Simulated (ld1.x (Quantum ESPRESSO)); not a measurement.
Results of a calculation; reference values are marked as such.
Potentials for N (Z = 7) compared

Generated with ld1.x 7.5 (TM, RRKJ, ultrasoft, PAW), atompaw 4.2 or ONCVPSP 4.0.1. The cutoff is in Ry: for ld1.x and atompaw files where the sum of valence levels is converged to 10 mRy in a Bessel basis, for ONCV files where the hardest occupied wave has 1 mHa per electron of residual kinetic energy. The error is the largest all-electron minus pseudo excitation energy over each file’s own four to seven test configurations (ionisations up to +4, promotions, holes and added fractions of an electron), all of which were solved. The labels leave out finer settings (local radius, basis sizes, second energies), which also bear on the numbers. Spin-polarised tests are not counted. The rows are a selection from randomly drawn settings: files with unsolved tests, undetermined cutoffs or missed reference levels are left out.

| potential | cutoff (Ry) | largest error (meV) | bound ghosts |
| --- | --- | --- | --- |
| TM, revPBE, non-relativistic, rc 1.00/1.55/1.50 (spd), local s, core correction no, reference 2s1.5 2p3.5 | 55 | +1233 | none |
| ultrasoft, LDA (PZ), scalar-relativistic, rc 1.15/1.25 (sp), local smoothed, core correction yes, reference 2s2 2p3 | 40 | +593 | none |
| PAW, PBE, non-relativistic, rc 0.90/1.35/1.30 (spd), local smoothed, core correction yes, reference 2s2 2p3 | 40 | -30 | none |
| TM, PBE, non-relativistic, rc 0.70/1.15 (sp), local smoothed, core correction no, reference 2s2 2p3 | 140 | +740 | none |
| ultrasoft, PBE, scalar-relativistic, rc 1.05/1.65/1.40 (spd), local smoothed, core correction no, reference 2s2 2p3 | 25 | +775 | none |
| TM, PBEsol, scalar-relativistic, rc 1.15/1.75/1.75 (spd), local p, core correction no, reference 2s1 2p4 | 45 | +2122 | none |

Fill in the row for N: TM, LDA (PZ), fully relativistic, rc 0.65/1.30/1.10 (spd), local s, core correction yes, reference 2s1 2p4.

cutoff 160 Ry, largest error +648 meV, bound ghosts: none.

Fill in the row for N: RRKJ, LDA (PZ), scalar-relativistic, rc 1.10/2.05/2.20 (spd), local p, core correction yes, reference 2s2 2p2.

cutoff 90 Ry, largest error +2088 meV, bound ghosts: none.

Fill in the row for N: TM, PBEsol, scalar-relativistic, rc 1.05/1.60 (sp), local p, core correction no, reference 2s2 2p3.

cutoff 50 Ry, largest error +1276 meV, bound ghosts: none.
